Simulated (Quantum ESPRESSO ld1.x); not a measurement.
The table gives one normalised radial function P(r) = r R(r) of H in 1s1 (r in bohr). Method: non-relativistic Kohn-Sham, LDA (Slater exchange, VWN5 correlation), spin-polarised, spherical densities, point nucleus; open shells are filled with parallel spins first; computed with ld1.x of Quantum ESPRESSO 7.5.

r        P
0.1249  0.2148
0.1614  0.2674
0.2068  0.3273
0.265   0.3955
0.3396  0.4700
0.4352  0.5469
0.5621  0.6217
0.7204  0.6800
0.9231  0.7124
1.183   0.7072
1.516   0.6563
1.943   0.5596
2.509   0.4243
3.216   0.2829
4.121   0.1590
5.28    0.0723
6.767   0.0253
8.741   0.0061

Which n and l does it have? It may be an empty orbital.

Answer. n = 1, l = 0: the number of nodes gives n - l - 1 = 0, the rise at small r (about r^(l+1)) gives l, and the extent must fit the shell. The curve is that of 1s up; the table hardly tells the two spins apart. 1s up: eigenvalue -7.319 eV, 0 radial nodes, <r> = 1.58 bohr, 90 % of the charge inside 2.84 bohr.
